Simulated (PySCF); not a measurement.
How methods differ on the excitation energy of Cl⁺

Cl⁺ [Ne] 3s2 3p4 (3P) → Cl⁺ [Ne] 3s1 3p5 (3P), as a difference of total energies. All numbers are calculated (PySCF 2.14, the spin-free X2C one-electron Hamiltonian (Gaussian nucleus), in x2c-QZVPPall (9s6p4d2f1g, 70 functions)). Correlated levels: valence: [Ne] frozen. The calculations carry no spin-orbit coupling.

```csv
method,excitation energy (eV)
UHF,14.471
MP2 (valence),13.122
SCS-MP2 (valence),12.958
CCSD (valence),12.109
CCSD(T) (valence),11.667
```

Errors of the correlated levels include the incompleteness of this basis and the frozen core.

The coupled-cluster amplitudes are large for the upper state (T1 above 0.03 or a double amplitude above 0.15), so a single reference is strained.

**Question.** Which method comes closest to the reference value, and which is furthest?

**Answer.** The reference is 11.573 eV (measured; NIST levels, between the centres of gravity of the two terms). Closest: CCSD(T) (valence) (error 0.094 eV); furthest: UHF (error 2.898 eV).
